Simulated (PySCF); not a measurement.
# Ionisation energy of Gd²⁺ by level of theory

Gd²⁺ [Xe] 4f7 5d1 (9D) → Gd³⁺ [Xe] 4f7 (8S), as a difference of total energies. Computed with PySCF 2.14 in ANO-RCC-VTZP (8s7p5d3f2g1h, 104 functions), with the spin-free X2C one-electron Hamiltonian (Gaussian nucleus). The calculations carry no spin-orbit coupling.

| method | ionisation energy (eV) | difference from reference (eV) |
| --- | --- | --- |
| UHF | 19.513 | -1.027 |
| M06-2X | 20.375 | -0.165 |
| B97-3 | 20.235 | -0.305 |

Reference: 20.54 ± 0.03 eV (semi-empirical (NIST evaluation); NIST Atomic Spectra Database, ionization energies).

The reference lies between the lowest fine-structure levels, while these numbers refer to the centres of the terms.
